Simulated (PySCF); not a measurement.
PySCF input (BP86/def2-SVP):

```python
from pyscf import gto, dft

mol = gto.M(
    atom='''
    C    -0.43645437    0.17143429    0.12164125
    N     0.67544959   -0.26530887   -0.18824998
    H    -1.41011651   -0.44169056    0.22509177
    H    -0.69930434    1.27024694    0.36281065
    ''',
    basis='def2-svp',
    charge=-1,
    spin=0,
    verbose=4,
)

mf = dft.RKS(mol, xc='bp86')
mf.grids.level = 3
mf.conv_tol = 1e-9
mf.max_cycle = 100
mf.max_memory = 1500
mf.kernel()
if not mf.converged:
    mf = mf.newton()
    mf.kernel(mf.make_rdm1())
mf.dip_moment()
```

From the last part of the output:

```
SCF max_cycles = 100
direct_scf = True
direct_scf_tol = 1e-13
XC library pyscf.dft.libxc version 7.1.2
    S. Lehtola, C. Steigemann, M. J. T. Oliveira, and M. A. L. Marques,  SoftwareX 7, 1–5 (2018)
XC functionals = bp86
    A. D. Becke,  Phys. Rev. A 38, 3098 (1988)
    J. P. Perdew,  Phys. Rev. B 33, 8822 (1986)
    J. P. Perdew,  Phys. Rev. B 34, 7406–7406 (1986)
radial grids:
    Treutler-Ahlrichs [JCP 102, 346 (1995); DOI:10.1063/1.469408] (M4) radial grids

becke partition: Becke, JCP 88, 2547 (1988); DOI:10.1063/1.454033
pruning grids: <function nwchem_prune>
grids dens level: 3
symmetrized grids: False
atomic radii adjust function: <function treutler_atomic_radii_adjust>
small_rho_cutoff = 0
Set gradient conv threshold to 3.16228e-05
Initial guess from minao.
tot grids = 47640
init E= -93.9179804223386
  HOMO = -0.223631625043966  LUMO = -0.0847314278250901  gap/eV = 3.77967
cycle= 1 E= -93.7732804100617  delta_E= 0.145  |g|= 0.678  |ddm|= 2.12
  HOMO = 0.284399619485221  LUMO = 0.2865890603355  gap/eV = 0.05958
cycle= 2 E= -92.1687094324947  delta_E=  1.6  |g|= 1.88  |ddm|= 18.8
  HOMO = 0.126434408255938  LUMO = 0.26056131471337  gap/eV = 3.64978
cycle= 3 E= -93.8499085014689  delta_E= -1.68  |g|= 0.452  |ddm|= 18.9
  HOMO = 0.11145320412543  LUMO = 0.224494561915777  gap/eV = 3.07601
cycle= 4 E= -93.8949226890275  delta_E= -0.045  |g|= 0.188  |ddm|= 0.405
  HOMO = 0.138954011125259  LUMO = 0.253491124733092  gap/eV = 3.11671
cycle= 5 E= -93.9060416377185  delta_E= -0.0111  |g|= 0.0264  |ddm|= 0.564
  HOMO = 0.14201136577189  LUMO = 0.256195225652328  gap/eV = 3.10710
cycle= 6 E= -93.9062490017904  delta_E= -0.000207  |g|= 0.00185  |ddm|= 0.0461
  HOMO = 0.141606764184236  LUMO = 0.25583739403209  gap/eV = 3.10837
cycle= 7 E= -93.906250080694  delta_E= -1.08e-06  |g|= 0.000667  |ddm|= 0.00669
  HOMO = 0.141741128745658  LUMO = 0.255950499923993  gap/eV = 3.10780
cycle= 8 E= -93.9062502225461  delta_E= -1.42e-07  |g|= 7.37e-05  |ddm|= 0.00204
  HOMO = 0.141740178241208  LUMO = 0.255949202907134  gap/eV = 3.10779
cycle= 9 E= -93.9062502240675  delta_E= -1.52e-09  |g|= 2.07e-05  |ddm|= 0.000261
  HOMO = 0.141743069232199  LUMO = 0.255951999187869  gap/eV = 3.10778
cycle= 10 E= -93.9062502242012  delta_E= -1.34e-10  |g|= 5.83e-07  |ddm|= 5.53e-05
  HOMO = 0.141743024088629  LUMO = 0.255951958102174  gap/eV = 3.10778
Extra cycle  E= -93.9062502242007  delta_E= 4.83e-13  |g|= 1.28e-06  |ddm|= 4.52e-06
converged SCF energy = -93.9062502242007

WARN: System has nonzero charge -1; the dipole moment is origin-dependent.
Location of origin: [0. 0. 0.]

Dipole moment(X, Y, Z, Debye): -0.79091,  0.31068,  0.22044
```

The dipole moment of an ion depends on the origin.

The geometry given is a B3LYP-D3(BJ)/def2-TZVP minimum.
